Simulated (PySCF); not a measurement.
Converging PbH in the basis (CCSD(T))

PySCF, UHF reference; doublet, unpaired electrons π ↑; De to H + Pb without counterpoise correction. Frozen cores follow the default of each basis and core potential.

```csv
basis,relativity,functions,Re (Å),ωe (cm⁻¹),De (eV),frozen orbitals
def2-SVP,scalar-relativistic core potentials,31,1.856,1573,2.23,4
def2-SVPD,scalar-relativistic core potentials,40,1.859,1554,2.33,4
aug-cc-pVDZ/aug-cc-pVDZ-PP,scalar-relativistic core potentials,41,1.858,1550,2.36,4
cc-pVTZ/cc-pVTZ-PP,scalar-relativistic core potentials,53,1.849,1616,2.48,4
def2-TZVPP,scalar-relativistic core potentials,64,1.845,1603,2.46,4
```

Q: How does each smaller set differ from the one with most functions, def2-TZVPP?

A: def2-SVP: +1.1 pm, -1.9 % in ωe, -0.23 eV in De; def2-SVPD: +1.4 pm, -3.1 % in ωe, -0.13 eV in De; aug-cc-pVDZ/aug-cc-pVDZ-PP: +1.3 pm, -3.3 % in ωe, -0.10 eV in De; cc-pVTZ/cc-pVTZ-PP: +0.4 pm, +0.8 % in ωe, +0.02 eV in De. All at CCSD(T); the set with most functions is neither the basis-set limit nor always the best.

Correlated steps freeze 4 core orbitals. Correlated levels converge slowly with the basis: in double zeta they bind strong bonds too weakly, by up to about 1 eV, and carry superposition errors of some tenths. Spin–orbit coupling is left out, which matters for elements this heavy, above all for dissociation energies. The state is the lowest determinant that a PBE0 search found; another state may lie lower at other levels.
